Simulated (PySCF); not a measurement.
silene (CH4Si), SMILES C=[SiH2].

Geometry optimised at r2SCAN-D4/def2-TZVP.

Two levels are set side by side: TDDFT-PBE/def2-TZVPD (PySCF) and TDDFT-M06-2X/def2-TZVPD (PySCF). Vertical, same geometry. The lowest singlet is HOMO→LUMO 97 % with PBE and HOMO→LUMO 98 % with the other functional; states are paired by order. Differences are taken from unrounded values.

```csv
quantity,TDDFT-PBE
lowest singlet excitation (eV),4.98
lowest triplet excitation (TDA) (eV),2.66
first bright state (f over 0.05) (eV),4.98
its oscillator strength,0.22
```

Question: These are the TDDFT-PBE values. What does TDDFT-M06-2X give? (Estimate from the structure and the level; the computed values follow.)

Answer: 
| quantity | TDDFT-M06-2X | TDDFT-PBE minus TDDFT-M06-2X |
|---|---|---|
| lowest singlet excitation (eV) | 4.97 | 0.02 |
| lowest triplet excitation (TDA) (eV) | 2.72 | -0.06 |
| first bright state (f over 0.05) (eV) | 4.97 | 0.02 |
| its oscillator strength | 0.24 | -0.02 |

Rough cost on one machine, each run with all the roots and properties that it gave: TDDFT-M06-2X against TDDFT-PBE about 10 times.
